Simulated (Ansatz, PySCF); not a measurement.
The Ansatz (a program for electronic structure) input:
Ansatz 0.2 input:
```yaml
crystal:
  periodic: [false, false, false]
  atoms:
    - {symbol: C, position_ang: [2.59170849, -0.14271613, -0.24099814]}
    - {symbol: C, position_ang: [1.21814163, 0.46782335, -0.39546663]}
    - {symbol: S, position_ang: [0.00481195, -0.25518514, 0.72153988]}
    - {symbol: C, position_ang: [-1.52857085, 0.53499416, 0.18624468]}
    - {symbol: C, position_ang: [-2.29504397, -0.40048065, -0.74652669]}
    - {symbol: H, position_ang: [2.98114629, -0.00099103, 0.76498396]}
    - {symbol: H, position_ang: [3.27873756, 0.33293236, -0.93701579]}
    - {symbol: H, position_ang: [2.57953419, -1.21003485, -0.45078805]}
    - {symbol: H, position_ang: [1.24215155, 1.54444834, -0.19409714]}
    - {symbol: H, position_ang: [0.83657518, 0.33811601, -1.41395163]}
    - {symbol: H, position_ang: [-1.30560907, 1.48655274, -0.29316258]}
    - {symbol: H, position_ang: [-2.11319891, 0.70277725, 1.09241797]}
    - {symbol: H, position_ang: [-2.49196794, -1.36036331, -0.27544478]}
    - {symbol: H, position_ang: [-1.74973697, -0.56726257, -1.67231276]}
    - {symbol: H, position_ang: [-3.25203511, 0.05906290, -0.98478662]}
basis:
  gaussian:
    orbitals: STO-3G
hamiltonian:
  xc: hf
total_charge: 1
magnetization: {spin_polarized: true, initial_magnetization: 1}
accuracy: high
```

Task: Write the same job for PySCF.

Result: Several could match; the one computed here: 
```python
from pyscf import gto, scf

mol = gto.Mole()
mol.atom = '''
    C     2.591708   -0.142716   -0.240998
    C     1.218142    0.467823   -0.395467
    S     0.004812   -0.255185    0.721540
    C    -1.528571    0.534994    0.186245
    C    -2.295044   -0.400481   -0.746527
    H     2.981146   -0.000991    0.764984
    H     3.278738    0.332932   -0.937016
    H     2.579534   -1.210035   -0.450788
    H     1.242152    1.544448   -0.194097
    H     0.836575    0.338116   -1.413952
    H    -1.305609    1.486553   -0.293163
    H    -2.113199    0.702777    1.092418
    H    -2.491968   -1.360363   -0.275445
    H    -1.749737   -0.567263   -1.672313
    H    -3.252035    0.059063   -0.984787
'''
mol.basis = 'sto-3g'
mol.charge = 1
mol.spin = 1
mol.verbose = 4
mol.build()

mf = scf.UHF(mol)
mf.kernel()
```

Both were run: Ansatz gave -548.452378 Eh and PySCF -548.452378 Eh, 0.000 mEh apart.
